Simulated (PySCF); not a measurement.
Compound: BiMe3, C₃H₉Bi.
Bonds: Bi1–C2, Bi1–C6, Bi1–C10. Hydrogens: H3, H4, H5 on C2; H7, H8, H9 on C6; H11, H12, H13 on C10.

Method: PySCF 2.14.0, PBE0-D3(BJ)/def2-SVP geometry optimisation, gas phase, def2 core potentials past Kr; density fitting, grid level 1; the optimiser is geomeTRIC in internal coordinates, started from a GFN2-xTB structure with every atom displaced at random (about 0.03 Å).

Geometry at step 0:
```
atom  x, y, z in Å
Bi1     0.0728   -0.0693    1.3256
C2      1.8651   -0.0154    0.0241
H3      2.4677    0.8151    0.2771
H4      1.6989    0.1056   -1.0173
H5      2.4096   -0.9528    0.1301
C6     -0.9516    1.6446    0.0398
H7     -0.7721    1.3801   -0.9954
H8     -0.4304    2.6025    0.2383
H9     -2.0047    1.7105    0.3170
C10    -0.9492   -1.6346    0.0926
H11    -2.0406   -1.6262    0.2258
H12    -0.5364   -2.5929    0.3716
H13    -0.7985   -1.4195   -1.0071
```

Problem. Give the atomic forces at this geometry.

Solution. 
```tsv
atom	Fx (eV/Å)	Fy (eV/Å)	Fz (eV/Å)
Bi1	-0.903	1.098	-0.192
C2	0.010	-1.043	0.177
H3	1.103	1.111	0.795
H4	-0.827	0.042	-1.431
H5	0.367	-0.206	0.258
C6	0.992	-0.121	1.113
H7	-0.200	-0.240	-0.511
H8	-0.221	-0.241	0.097
H9	-0.235	0.024	-0.131
C10	-0.431	0.598	-1.462
H11	0.020	-0.049	0.347
H12	0.147	-0.695	-0.014
H13	0.179	-0.277	0.955
```

The largest, 1.76 eV/Å, acts on H3; the rms over all components is 0.648 eV/Å. The forces sum to zero within rounding, as they must for an isolated molecule in no field.

Problem. Give the force on H3 in Eh/bohr and in nN.

Solution. 1.755 eV/Å ÷ 51.422 = 0.03413 Eh/bohr, and 1.755 eV/Å × 1.602 = 2.81 nN.

Problem. How far is this geometry from the end of the optimisation?

Solution. 0.260 eV above it, and 0.057 Å rms away after alignment. The bonds farthest from their final lengths, with half the difference of the two atoms' forces along the bond (positive lengthens):

```tsv
bond	now (Å)	final (Å)	force along bond (eV/Å)
Bi1–C6	2.375	2.273	-1.20
Bi1–C2	2.216	2.274	+0.23
C2–H3	1.057	1.099	+1.23
C2–H4	1.062	1.099	+0.92
Bi1–C10	2.239	2.274	+0.42
C10–H13	1.131	1.099	-1.22
```

The angle farthest from its final value is Bi1–C2–H4, 116.9° against 109.2°.

Of the 6 listed bonds off by 0.010 Å or more, this force points towards the final length in 6.

What follows is the cost of the whole optimisation. The run took 36 s wall on one thread, Arm Neoverse V1 (aarch64), no GPU, shared host, and the process peaked at 0.47 GiB of memory.
